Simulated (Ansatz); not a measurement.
Ansatz results at the PBE0-D4/def2-TZVP geometry: size of the dipole moment (B3LYP/def2-TZVPP) 3.17 D; HOMO energy (PBE/def2-TZVPP) -8.10 eV; HOMO–LUMO gap (PBE/def2-TZVPP) 6.11 eV.

Each molecule was computed in one conformer, which needn't be the lowest.

**Question.** Which molecule gave them?
A. `CN[SiH3]`
B. `C[SiH](Cl)Cl`
C. `CO[SiH](Cl)O[SiH3]`
D. `CO[Si](F)(F)C#N`

**Answer.** D. The others give `CN[SiH3]`: 1.26, -5.43, 5.07; `C[SiH](Cl)Cl`: 1.97, -7.48, 7.06; `CO[SiH](Cl)O[SiH3]`: 1.36, -7.16, 6.42.

B3LYP here is the variant with VWN-RPA as its local correlation; programs differ in this.
